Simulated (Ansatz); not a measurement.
One change: `CC[SiH2]PO` becomes `CC[SiH2][SiH3]`.

Ansatz, PBE0-D4/def2-TZVP geometries, multiplicity 1. Each molecule was computed in one conformer, which needn't be the lowest.

| property | `CC[SiH2]PO` |
| --- | --- |
| LUMO energy (PBE0/def2-TZVPP) / eV | -0.56 |
| HOMO–LUMO gap (PBE0/def2-TZVPP) / eV | 6.26 |
| LUMO energy (B3LYP/def2-TZVPP) / eV | -0.79 |
| HOMO–LUMO gap (PBE/def2-TZVPP) / eV | 4.20 |
| HOMO–LUMO gap (B3LYP/def2-TZVPP) / eV | 5.83 |
| HOMO energy (B3LYP/def2-TZVPP) / eV | -6.61 |

(1) What does the change do to each property? (An estimate is asked.)

Results:

(1) Computed: 
```
                             property  `CC[SiH2][SiH3]`  shift
   LUMO energy (PBE0/def2-TZVPP) / eV              0.15   0.71
 HOMO–LUMO gap (PBE0/def2-TZVPP) / eV              8.10   1.84
  LUMO energy (B3LYP/def2-TZVPP) / eV             -0.04   0.75
  HOMO–LUMO gap (PBE/def2-TZVPP) / eV              6.16   1.96
HOMO–LUMO gap (B3LYP/def2-TZVPP) / eV              7.72   1.89
  HOMO energy (B3LYP/def2-TZVPP) / eV             -7.76  -1.15
```

With PBE0 the HOMO falls by 1.14 eV and the LUMO rises by 0.71 eV, so the gap widens by about 1.85 eV. PBE moves the HOMO by -1.16 eV and ωB97M-V by -1.08 eV.

B3LYP here is the variant with VWN-RPA as its local correlation; programs differ in this.
